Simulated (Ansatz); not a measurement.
Two isomers of CH6O2Si2: A = `O=CO[SiH2][SiH3]`, B = `O=C[SiH2]O[SiH3]`.

Gas-phase electronic energies from Ansatz, PBE0-D4/def2-TZVP geometries. CCSD(T)/CBS is the MP2 limit (def2-TZVPP, def2-QZVPP) plus CCSD(T) − MP2 in def2-TZVPP, frozen cores. DFT in def2-TZVPP. Each species was taken in one conformer, which may not be the lowest.

Which isomer does CCSD(T)/CBS put lower? Give the gap. (Best estimate.)

The calculation gave: B, by 65.0 kJ/mol.

Give E(B) − E(A) in kJ/mol with r2SCAN-D4, ωB97M-V, CCSD(T)/def2-TZVPP, PBE-D4, B2PLYP, HF/def2-TZVPP, MP2/def2-TZVPP. (An estimate is asked.)

The calculation gave: r2SCAN-D4 -45.2, ωB97M-V -60.6, CCSD(T)/def2-TZVPP -60.7, PBE-D4 -28.7, B2PLYP -62.4, HF/def2-TZVPP -79.8, MP2/def2-TZVPP -66.5. None reverses the order clearly.

Largest T1 diagnostic: 0.016.

In def2-TZVPP, CCSD(T) changes the Hartree–Fock value by +19.1 kJ/mol (the triples alone add +5.2 kJ/mol) and MP2 by +13.2 kJ/mol. From PBE to PBE0 (25 % exact exchange), in def2-TZVPP and without D4, E(B) − E(A) moves by −9.0 kJ/mol.
